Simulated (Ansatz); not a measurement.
Calculated with Ansatz (gas phase, PBE0-D4/def2-TZVP geometries, no zero-point term in ΔE). CCSD(T)/CBS adds triple-zeta CCSD(T) − MP2 to the extrapolated MP2 energy (def2 sets, frozen cores). This one scheme is used for every species. Functionals use def2-TZVPP. Each species was taken in one conformer, which may not be the lowest.

Reaction (ligand exchange at a B–N bond): `CNBF` + CH₃OH → `COBF` + CH₃NH₂

```csv
level,ΔE (kJ/mol)
PBE0-D4,-8.0
CAM-B3LYP-D4,-11.9
PBE-QIDH,-10.3
r2SCAN,-11.5
r2SCAN0,-11.1
SCS-MP2/def2-TZVPP,-12.8
MP2/CBS(def2),-10.4
CCSD/CBS(def2),-11.5
```

Q: What does CCSD(T)/CBS give? (Estimate.)

A: The calculation gave: -11.2 kJ/mol. The listed levels differ from it by 3.2, -0.7, 0.9, -0.3, 0.1, -1.6, 0.8, -0.3 kJ/mol.

Largest T1 diagnostic among the species: 0.013.

Leaving LDA and LC-ωPBE aside and taking each functional with its dispersion term where it has one, the values, not all of them listed here, spread over 7.5 kJ/mol, from B97M-V to PBE-D4. At CCSD(T), def2-SVP lies −3.3 kJ/mol from the extrapolated value and def2-TZVPP −1.1 kJ/mol.
